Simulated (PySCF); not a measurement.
Compound: InMe2Cl, C2H6ClIn.
Geometry (PBE0-D3(BJ)/def2-SVP, Å), atoms numbered from 1 in this order:
```
atom  x, y, z in Å
In1   -0.2471   -0.4266   -0.0006
C2     1.8812   -0.7198   -0.0033
H3     2.3141   -0.3139    0.9231
H4     2.3344   -0.1950   -0.8571
H5     2.1039   -1.7926   -0.0704
C6    -1.5724    1.2655    0.0051
H7    -1.4441    1.8393   -0.9249
H8    -1.3376    1.9256    0.8532
H9    -2.6130    0.9246    0.0816
Cl10  -1.4194   -2.5070   -0.0068
```

The calculation used TDDFT PBE0/def2-SVPD, vertical, gas phase, core orbitals frozen in the response, def2 core potentials past Kr in PySCF. Spin–orbit coupling is left out.

Ground-to-excited transition dipoles (e·a0, same axes as the geometry; the sign carries no meaning), for the states with f of 0.002 or more among the lowest 9:

| state | E (eV) | μx | μy | μz |
| --- | --- | --- | --- | --- |
| S2 | 5.944 | -1.011 | 0.574 | 0.000 |
| S4 | 6.045 | 0.150 | 0.250 | 0.005 |
| S5 | 6.060 | 0.001 | -0.007 | 0.182 |
| S6 | 6.359 | -0.002 | 0.003 | -0.461 |
| S7 | 6.665 | -0.685 | 0.377 | -0.001 |
| S8 | 6.945 | -0.543 | -0.977 | -0.003 |
| S9 | 6.987 | 0.258 | -0.207 | 0.002 |

Q: Work out the oscillator strengths.

A: f = (2/3) ΔE |μ|² with ΔE in hartree (27.2114 eV).

```
state  |μ|² (au)  |μ| (D)      f
   S2      1.352     2.96  0.197
   S4      0.085     0.74  0.013
   S5      0.033     0.46  0.005
   S6      0.212     1.17  0.033
   S7      0.611     1.99  0.100
   S8      1.248     2.84  0.212
   S9      0.109     0.84  0.019
```

Q: Which bond between heavy atoms lies closest to the direction of the S8 transition dipole?

A: In1–Cl10, at 0° from it; next In1–C6 at 67°.

Q: What angle do the transition dipoles of S8 and S9 make?

A: |cos θ| = |μa·μb| / (|μa| |μb|) = 0.17, so θ ≈ 80° (taken between 0 and 90°, since the signs are arbitrary).

Q: What peak molar absorption coefficient would the strongest computed level give as a lone Gaussian band 0.3 eV wide at half height?

A: ε(max) = 2.175×10⁸ f / FWHM, with the width in cm⁻¹. S8: 2.175×10⁸ × 0.2124 / 2420 ≈ 19000 L mol⁻¹ cm⁻¹.

All these states lie below the vertical ionisation energy of 9.53 eV (ΔSCF).

Hardware: one thread, x86-64 server (shared host). Cost: 47 s wall.
